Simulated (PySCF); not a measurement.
Vertical excitations of a molecule C4H7NSi from TDA-ωB97X/def2-SVPD (PySCF), as energy in eV (oscillator strength): 6.27 (0.429), 6.52 (0.000), 6.71 (0.000), 7.17 (0.001), 7.76 (0.028), 7.77 (0.078), 7.81 (0.001), 8.17 (0.020), 8.48 (0.110), 8.56 (0.011). Lowest triplet (TDA): 3.55 eV. Geometry optimised at PBE0-D3(BJ)/def2-SVP. The geometry has at least one imaginary mode, so it is a saddle point at that level. Other conformers were not sampled.

**Question.** Pick the molecule that these values belong to.
A) N#CC1([SiH3])CC1
B) C/C=C(\[SiH3])C#N
C) C#C/C=N\[SiH2]C
D) C/C(C#N)=C/[SiH3]

**Answer.** D, C/C(C#N)=C/[SiH3]
